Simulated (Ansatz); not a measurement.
`[Cl][Ge][Cl]` + H₂ → `[Cl][GeH]` + HCl at 700 K and 1 bar (hydrogenolysis of a Ge–Cl bond).

Calculated with Ansatz (gas phase, PBE0-D4/def2-TZVP geometries, no zero-point term in ΔE). CCSD(T)/CBS adds triple-zeta CCSD(T) − MP2 to the extrapolated MP2 energy (def2 sets, frozen cores). This one scheme is used for every species. For Ge outer-core shells are correlated without core-valence functions, which leaves a few kJ/mol of doubt a bond. Scalar relativity is left out up to krypton.

| species | CCSD(T)/CBS energy (Eh) | H − E (kJ/mol) | S (J/(mol·K)) |
| --- | --- | --- | --- |
| `[Cl][Ge][Cl]` | -2995.74627 | 41.4 | 343.0 |
| H₂ | -1.17544 | 46.8 | 155.3 |
| `[Cl][GeH]` | -2536.49422 | 48.2 | 304.3 |
| HCl | -460.38127 | 38.4 | 211.8 |

H − E and S are ideal-gas, rigid-rotor, harmonic terms from PBE0-D4/def2-TZVP. The MP2-based limit puts H₂ 0.8 mEh under its directly extrapolated value; such offsets cancel only in part. 1 Eh = 2625.50 kJ/mol, R = 8.31446 J/(mol·K).

By hand: ΔE, ΔH, ΔS and ΔG.

ΔE = (-2536.49422) + (-460.38127) − (-2995.74627) − (-1.17544) = 0.04622 Eh = 121.4 kJ/mol. Δ(H − E) = 48.2 + 38.4 − 41.4 − 46.8 = -1.6, so ΔH = 119.8 kJ/mol. ΔS = 304.3 + 211.8 − 343.0 − 155.3 = 17.8 J/(mol·K). ΔG = 119.8 − 700 × (17.8)/1000 = 107.3 kJ/mol.

By hand: the equilibrium constant, and the temperature at which ΔG would vanish if ΔH and ΔS stayed fixed.

log₁₀ K = −ΔG/(RT ln 10) = -8.0. ΔG = 0 at ΔH/ΔS = 6730 K, far beyond where these terms or the molecules hold.

ΔH outweighs TΔS. A doubt of 5 kJ/mol in ΔE shifts log₁₀ K by 0.4 here. These are equilibria of isolated gas molecules and say nothing of rates. Largest T1 diagnostic: 0.013 (customary marks: 0.02 for closed shells, 0.045 for open ones).
